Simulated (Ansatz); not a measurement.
`F[SiH2]N[Si](F)(Cl)Cl` + `O[SiH2]S` → `O[SiH2]S[Si](F)(Cl)Cl` + `N[SiH2]F`  (ligand exchange at the Si–N bond)

Calculated with Ansatz (gas phase, PBE0-D4/def2-TZVP geometries, no zero-point term in ΔE). CBS: MP2 limit from def2 TZ/QZ plus the TZ coupled-cluster correction, frozen cores. Functionals use def2-TZVPP. B3LYP here is the variant with VWN-RPA as its local correlation; programs differ in this. Each species was taken in one conformer, which may not be the lowest.

`F[SiH2]N[Si](F)(Cl)Cl`:

```xyz
10

F     0.164   -0.066    2.608
Si   -0.264   -0.891    1.311
N    -0.589    0.155   -0.018
Si    0.467    0.725   -1.213
F     1.937    0.394   -0.740
Cl    0.195   -0.172   -3.011
Cl    0.279    2.724   -1.475
H    -1.514   -1.601    1.651
H     0.858   -1.780    0.958
H    -1.534    0.512   -0.072
```

`O[SiH2]S`:

Z-matrix (Å, degrees):
```
Si
S 1 2.133
O 1 1.642 2 113.5
H 1 1.478 2 111.7 3 117.8
H 1 1.484 2 102.9 3 -122.0
H 2 1.344 1 94.6 3 -65.2
H 3 0.959 1 117.2 2 -51.2
```

`O[SiH2]S[Si](F)(Cl)Cl`:

Cartesian coordinates in Å:
```
O 1.642 1.134 -1.044
Si 0.284 1.519 -0.224
S 0.029 0.340 1.573
Si -0.598 -1.423 0.643
F 0.261 -1.657 -0.680
Cl -0.298 -2.996 1.875
Cl -2.534 -1.399 0.044
H 1.704 0.243 -1.398
H 0.445 2.903 0.260
H -0.934 1.335 -1.050
```

`N[SiH2]F`:

```xyz
7

N     0.642    0.810    0.169
Si   -0.487   -0.423   -0.109
F     0.137   -1.900   -0.172
H     1.020    0.989    1.085
H     1.246    1.154   -0.559
H    -1.111   -0.192   -1.431
H    -1.447   -0.438    1.016
```

```csv
level,ΔE (kJ/mol),difference from CCSD(T)/CBS
PBE-D4,-5.8,-12.3
r2SCAN-D4,2.5,-4.0
PBE0-D4,-1.1,-7.6
B3LYP-D4,4.9,-1.6
ωB97X-V,5.8,-0.7
ωB97M-V,4.8,-1.7
B2PLYP,9.7,3.2
PBE,-2.1,-8.6
r2SCAN,3.2,-3.3
PBE0,2.2,-4.3
B3LYP,11.2,4.7
HF/def2-TZVPP,26.0,19.5
MP2/def2-TZVPP,5.2,-1.3
SCS-MP2/def2-TZVPP,10.8,4.3
CCSD/def2-TZVPP,15.3,8.8
CCSD(T)/def2-TZVPP,11.5,5.0
HF/def2-QZVPP,27.3,20.8
MP2/def2-QZVPP,2.8,-3.7
SCS-MP2/def2-QZVPP,8.6,2.1
HF/CBS(def2),27.5,21.0
MP2/CBS(def2),0.3,-6.2
CCSD/CBS(def2),10.3,3.8
CCSD(T)/CBS,6.5,0
```

Largest T1 diagnostic among the species: 0.011.

From PBE to PBE0 (25 % exact exchange), in def2-TZVPP and without D4, ΔE moves by +4.3 kJ/mol. The D4 term adds −6.3 kJ/mol with B3LYP and −3.3 kJ/mol with PBE0; it sums over pairs of atoms, weighted by their polarisabilities, and B3LYP, whose exchange is more repulsive, gets the larger term. In def2-TZVPP, CCSD(T) changes the Hartree–Fock value by −14.5 kJ/mol (the triples alone add −3.8 kJ/mol) and MP2 by −20.8 kJ/mol.
